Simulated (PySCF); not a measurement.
**From a computed spectrum to the compound**

A species of 9 atoms with charge -1 has these harmonic modes (PBE0, small Gaussian bases with core potentials, PySCF 2.14.0):

```
cm⁻¹  km/mol  symmetry
  64     0.0          
  64     0.4          
  71     7.3          
  71     7.3          
  83     9.2          
 122    15.3          
 123    15.4          
 197     0.0          
 210    25.5          
 267     0.0          
 272    46.4          
 272    46.4          
 284    61.1          
 433     0.0          
 436    21.6          
 437    21.6          
 451    27.9          
2685    10.5          
2685     0.3          
2685    10.5          
2686     7.3
```

Which species is it, and in which structure?

[Yb(SH)4]− (singlet in the valence; each metal's 4f electrons, 13 of them, lie in its core potential, out of spins and levels):
```xyz
9

Yb    0.0000    0.0000    0.0000
S     1.4193    1.5655    1.5220
H     1.8212    0.4902    2.2418
S    -1.4193   -1.5655    1.5220
H    -1.8212   -0.4902    2.2418
S     1.5655   -1.4192   -1.5220
H     0.4904   -1.8208   -2.2422
S    -1.5655    1.4192   -1.5220
H    -0.4904    1.8208   -2.2422
```
Ideal gas at 298.15 K and 1 bar: S = 478.7 J/(mol K), Cp = 157.9 J/(mol K), H − H(0 K) = 34.5 kJ/mol (rigid rotor, harmonic modes, spin degeneracy alone, that of the 4f electrons in the core included). An lcecp potential fixes the number of 4f electrons, so in runs with it no electron can move into or out of that shell.
 Other answers can fit too; this one was computed.
